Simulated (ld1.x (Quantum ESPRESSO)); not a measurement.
Transferability test, ultrasoft potential for Al (Z = 13)

ld1.x (Quantum ESPRESSO) 7.5 input, shortened:

```
&input
   title='Al', zed=13., rel=1, dft='BP', iswitch=3,
   config='[Ne] 3s1.75 3p1.25 3d-2'
 /
 &inputp
   pseudotype=3, tm=.true., lloc=-2, rcloc=1.30,
   nlcc=.true., new_core_ps=.true.
 /
5
3S  1  0   1.75   0.00  1.55  2.05  0.0
3S  1  0   0.00  -0.25  1.55  2.05  0.0
3P  2  1   1.25   0.00  1.70  2.25  0.0
3P  2  1   0.00   0.15  1.70  2.25  0.0
3D  3  2  -2.00   0.15  1.25  1.65  0.0
 &test
   configts(1)='3s1.75 3p1.25'
 /
```

Energies are relative to the spin-unpolarised reference configuration 3s1.75 3p1.25; without spin polarisation the order of configurations can differ from experiment.

```tsv
valence configuration	charge	ΔE all-electron (eV)	error AE − PS (meV)
3s2 3p1	0	-1.268	-0.1
3s2 3p0	+1	4.592	+0.3
3s1 3p0	+2	23.959	-1.3
3s2 3p0.5	+0.5	0.866	-0.1
3s2 3p1.3	-0.3	-1.873	0.0
```

Question: What are ΔE and the potential's error for 3s0 3p3?

Answer: ΔE = 9.202 eV all-electron; the error (AE − PS) is -6.6 meV.

Question: What are ΔE and the potential's error for 3s1 3p1?

Answer: ΔE = 10.416 eV all-electron; the error (AE − PS) is -1.5 meV.
